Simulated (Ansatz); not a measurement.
Stepwise reaction of `[Br][Zr]([Br])([Br])[Br]` with hydrogen chloride, as a gas-phase model of exchange steps in deposition or etching. ΔE in kJ/mol.

Calculated with Ansatz (gas phase, PBE0-D4/def2-TZVP geometries, no zero-point term in ΔE). CCSD(T)/CBS is the MP2 limit (def2-TZVPP, def2-QZVPP) plus CCSD(T) − MP2 in def2-TZVPP, frozen cores. This one scheme is used for every species. Functionals use def2-TZVPP. B3LYP here is the variant with VWN-RPA as its local correlation; programs differ in this. def2 core potentials past Kr. For Br, Zr outer-core shells are correlated without core-valence functions, which leaves a few kJ/mol of doubt a bond. Scalar relativity is left out up to krypton.

```tsv
step	reaction	PBE-D4	B3LYP-D4	ωB97M-V	CCSD(T)/CBS
1	`[Br][Zr]([Br])([Br])[Br]` + HCl → `[Cl][Zr]([Br])([Br])[Br]` + HBr	-0.2	-0.5	-1.3	4.0
2	`[Cl][Zr]([Br])([Br])[Br]` + HCl → `[Cl][Zr]([Cl])([Br])[Br]` + HBr	-0.3	-0.6	-1.4	3.9
3	`[Cl][Zr]([Cl])([Br])[Br]` + HCl → `[Cl][Zr]([Cl])([Cl])[Br]` + HBr	-0.4	-0.7	-1.4	3.8
4	`[Cl][Zr]([Cl])([Cl])[Br]` + HCl → `[Cl][Zr]([Cl])([Cl])[Cl]` + HBr	-0.6	-0.9	-1.5	3.7
```

Question: By hand: ΔE of the 4 steps together at CCSD(T)/CBS.

Answer: (4.0) + (3.9) + (3.8) + (3.7) = 15.4 kJ/mol, or 3.9 kJ/mol a step.

In ΔE the steps differ by no more than 0.3 kJ/mol. PBE-D4 differs from CCSD(T)/CBS by -4.3 to -4.2 kJ/mol a step. Isolated molecules leave out the surface, adducts and barriers. Largest T1 diagnostic: 0.015.
